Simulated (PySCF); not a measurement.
Calculation: B3LYP-D3(BJ)/def2-TZVP // BP86-D3(BJ)/def2-SVP (PySCF). Gas-phase values, no solvent. One relaxed conformer stands for a flexible species; it need not be the lowest. B3LYP has the VWN-RPA correlation part, as in Gaussian. 

Reference species: [W(F)6] (neutral, multiplicity 1).

```
Item                                                             Value
------------------------------------------------------------  --------
LUMO                                                          -5.19 eV
coordination number                                                  6
mean distance from the central atom to its bonded neighbours   1.862 Å
```

Changed species: [W(F)5(NH2)] (1 of 6 F replaced by NH2; the reference has 0 of 6 F replaced by NH2).

**Question.** Predict the effect on the LUMO, coordination number and mean distance from the central atom to its bonded neighbours.

**Answer.** the LUMO rises by 0.62 eV, to -4.57 eV; the coordination number stays essentially unchanged; the mean distance from the central atom to its bonded neighbours rises by 0.029 Å, to 1.891 Å.
